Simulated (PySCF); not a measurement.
## Spin-orbit coupling and the second ionisation energy along the second row

Two-component X2C-1e calculated with PySCF 2.14: MP2 on generalised Hartree-Fock spinors (GMP2), with spin-orbit coupling off and on (screened by Boettger's factors); no Breit or QED terms. Values in eV; the references (NIST) lie between the lowest levels. Elements whose determinants are no pure J levels are left out.

```json
{"element": "B (x2c-QZVPPall-2c, 1s2 frozen)", "configurations": "[He] 2s2 → [He] 2s1", "spin-free": "24.472", "with spin-orbit": "24.472", "shift": "0.000", "reference": "25.155"}
{"element": "C (x2c-QZVPPall-2c, 1s2 frozen)", "configurations": "[He] 2s2 2p1 → [He] 2s2", "spin-free": "24.408", "with spin-orbit": "24.413", "shift": "0.005", "reference": "24.383"}
{"element": "F (x2c-QZVPPall-2c, 1s2 frozen)", "configurations": "[He] 2s2 2p4 → [He] 2s2 2p3", "spin-free": "34.727", "with spin-orbit": "34.749", "shift": "0.022", "reference": "34.971"}
{"element": "Ne (x2c-QZVPPall-2c, 1s2 frozen)", "configurations": "[He] 2s2 2p5 → [He] 2s2 2p4", "spin-free": "40.852", "with spin-orbit": "40.846", "shift": "-0.005", "reference": "40.963"}
```

What remains against the references is mostly the basis and correlation beyond MP2.
